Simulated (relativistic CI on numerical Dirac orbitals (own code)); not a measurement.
Radial Dirac CI calculation of Si7+.

Command:

```sh
python run_levels.py task.json out
```

Input:

```
atom Si  Z=14  charge=7  electrons=7
nucleus A=28  rms_radius_fm=3.1224
hamiltonian dirac-coulomb  breit=on  qed=on  c_scale=1
orbitals kli  potential=per-configuration
slater_scale 1
correlation none
mixing on
grid step=0.0125 r_max=12.9
scf mixing=0.4 start=green max_iterations=150 tolerance=2e-08 node_fill=0.05
configurations
  [He] 2s2 2p3
  [He] 2s 2p4
  [He] 2p5
  [He] 2s2 2p2 3s
  [He] 2s2 2p2 3p
end
```

Output:

```
SCF 1: [He] 2s2 2p3
 iter      energy (Ha)   residual   last orbital (Ha)
    1      -260.290643   1.41e+00    -15.77724
    2      -262.108119   7.78e-01    -13.46230
    3      -262.906491   1.55e-02    -11.00297
    4      -262.907126   1.02e-02    -11.03362
    5      -262.907144   5.03e-05    -10.99236
    6      -262.907144   6.74e-05    -10.99277
    7      -262.907144   5.83e-07    -10.99254
    8      -262.907144   2.21e-07    -10.99254
    9      -262.907144   3.48e-09    -10.99254
SCF 2: [He] 2s 2p4
 iter      energy (Ha)   residual   last orbital (Ha)
    1      -258.344607   1.48e+00    -15.77724
    2      -260.433529   8.07e-01    -13.33336
    3      -261.335829   3.16e-02    -10.75152
    4      -261.337638   1.44e-02    -10.83708
    5      -261.337808   1.17e-04    -10.78204
    6      -261.337808   1.46e-04    -10.78235
    7      -261.337808   4.00e-07    -10.78195
    8      -261.337808   2.31e-07    -10.78195
    9      -261.337808   4.62e-09    -10.78195
SCF 3: [He] 2p5
 iter      energy (Ha)   residual   last orbital (Ha)
    1      -256.002716   1.54e+00    -15.77724
    2      -258.424164   8.34e-01    -13.20675
    3      -259.442428   4.04e-02    -10.54220
    4      -259.445799   2.47e-02    -10.66708
    5      -259.446475   5.69e-05    -10.58413
    6      -259.446475   3.39e-05    -10.58411
    7      -259.446475   1.39e-06    -10.58409
    8      -259.446475   3.44e-07    -10.58409
    9      -259.446475   2.29e-08    -10.58410
   10      -259.446475   4.64e-11    -10.58410
      ... 9 steps not shown
SCF 5: [He] 2s2 2p2 3p
 iter      energy (Ha)   residual   last orbital (Ha)
    1      -254.378804   1.31e+00     -5.26188
    2      -255.597872   7.26e-01     -4.73520
    3      -256.113444   1.64e-02     -4.18628
    4      -256.115670   1.15e-02     -4.17685
    5      -256.115602   4.70e-04     -4.16062
    6      -256.115586   3.33e-05     -4.16048
    7      -256.115587   2.14e-06     -4.16042
    8      -256.115587   7.75e-08     -4.16041
    9      -256.115587   9.23e-09     -4.16041
orbital energies (Ha): 1s -74.7693  2s -12.4213  2p1/2 -11.0239  2p3/2 -10.9925
configuration averages (Ha): Dirac-Coulomb, Breit, QED
  2s2 2p3                       -262.907144    0.048160    0.036236
  2s 2p4                        -261.337808    0.048403    0.034693
  2p5                           -259.446475    0.048911    0.033177
  2s2 2p2 3s                    -256.534574    0.046092    0.036769
  2s2 2p2 3p                    -256.115587    0.046084    0.036421
levels: no., configuration, term, J, E (cm-1), weight
   1 2s2 2p3                4S*  3/2              0.0  1.00
   2 2s2 2p3                2D*  3/2          72798.8  0.98
   3 2s2 2p3                2D*  5/2          73110.8  1.00
   4 2s2 2p3                2P*  1/2         104976.1  0.98
   5 2s2 2p3                2P*  3/2         105570.0  0.96
   6 2s 2p4                 4P   5/2         312416.5  1.00
   7 2s 2p4                 4P   3/2         315987.9  1.00
   8 2s 2p4                 4P   1/2         317875.9  1.00
   9 2s 2p4                 2D   5/2         441450.1  1.00
  10 2s 2p4                 2D   3/2         441488.0  1.00
  11 2s 2p4                 2S   1/2         513616.2  0.99
  12 2s 2p4                 2P   3/2         549044.8  1.00
  13 2s 2p4                 2P   1/2         553328.9  0.99
  14 2p5                    2P*  3/2         847534.2  0.98
lowest total energy -263.157058 Ha
end: converged
```
